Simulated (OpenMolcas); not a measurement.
**4d ions of charge +2 along the row**

* Program: OpenMolcas 26.06
* Method: CASSCF
* Basis: ANO-RCC-VQZP
* Scalar Hamiltonian: DKH2, point nucleus
* Spin-orbit coupling: state interaction with AMFI integrals over the reference wave functions, term energies averaged over their components

Active space: the 4d shell.

B and C come from two terms' centres of gravity (d2, d8: 3P = 15B, 1G = 12B + 2C; d3, d7: 4P = 15B, 2G = 4B + 3C; d4, d6: 3G = 9B + 4C, 3H = 4B + 4C; d5: 4D = 17B + 5C, 4G = 10B + 5C, above the ground term), where all their levels are at least 80 % pure. ζ = ±2S·A comes from the whole width of the ground multiplet by E(J) = (A/2) J(J+1), where its levels are at least 85 % pure. Energies in cm-1.

| Ion | Configuration | Lowest level | Weight (%) | B | B measured | C | C measured | ζ | ζ measured |
| --- | --- | --- | --- | --- | --- | --- | --- | --- | --- |
| Zr2+ | 4d2 | 3F2 | 100 | 663 | 514 | 2506 | 2006 | 428 | 425 |
| Nb2+ | 4d3 | 4F 3/2 | 100 | 709 | 531 | 2829 | 2096 | 552 | 554 |
| Mo2+ | 4d4 | 5D0 | 99 |  |  |  |  | 730 | 749 |
| Tc2+ | 4d5 | 6S 5/2 | 100 |  |  |  |  |  |  |
| Ru2+ | 4d6 | 5D4 | 99 |  |  |  |  | 1022 | 990 |
| Rh2+ | 4d7 | 4F 9/2 | 98 | 884 |  | 3646 |  | 1249 | 1235 |
| Pd2+ | 4d8 | 3F4 | 99 |  |  |  |  | 1378 | 1339 |

Measured columns use the levels in Moore, Atomic Energy Levels, vol. II, NSRDS-NBS 35 (1971 reprint of NBS Circular 467, 1952); NIST levels as listed in Rynkun, Gaigalas and Jonsson, Astron. Astrophys. 637, A10 (2020) (Zr2+); the list in Shadmi, J. Res. Natl. Bur. Stand. 70A, 435 (1966) (Nb2+, Rh2+); Sugar and Musgrove, J. Phys. Chem. Ref. Data 17, 155 (1988) (Mo2+); Moore, Atomic Energy Levels, vol. III, NSRDS-NBS 35 (1971 reprint of NBS Circular 467, 1958) (Ru2+, Pd2+).

The computed B goes from 663 (Zr2+) to 884 cm-1 (Rh2+), a factor of 1.33, rising at every step. It departs from the measured column by +29 to +34 %. The Trees term is left out, which lowers the B read from the levels of every ion, most for d4 to d6. The pair of terms that fixes B changes along the row, so steps between ions also reflect that choice.

The computed ζ goes from 428 (Zr2+) to 1378 cm-1 (Pd2+), a factor of 3.22, rising at every step. It departs from the measured column by -3 to +3 %.

Levels of configurations with an s electron are missing; early in the row they begin among the upper levels of the d shell and mix with terms of their name. Without dynamic correlation excited terms often stand tens of per cent too high (terms of higher spin than the ground term too low), and those without a measured partner can miss by more than the paired ones. Some levels mix across a computed gap that differs much from the measured one, so their mixing is not that of the real levels (holds for Zr2+; Mo2+). Computed and measured levels are paired by configuration, term and J; levels that our copy of the source lacks, or whose pairing is in doubt (as where it misses far off the trend of its configuration), stay unpaired and out of the deviations. Only configurations of the active space appear.
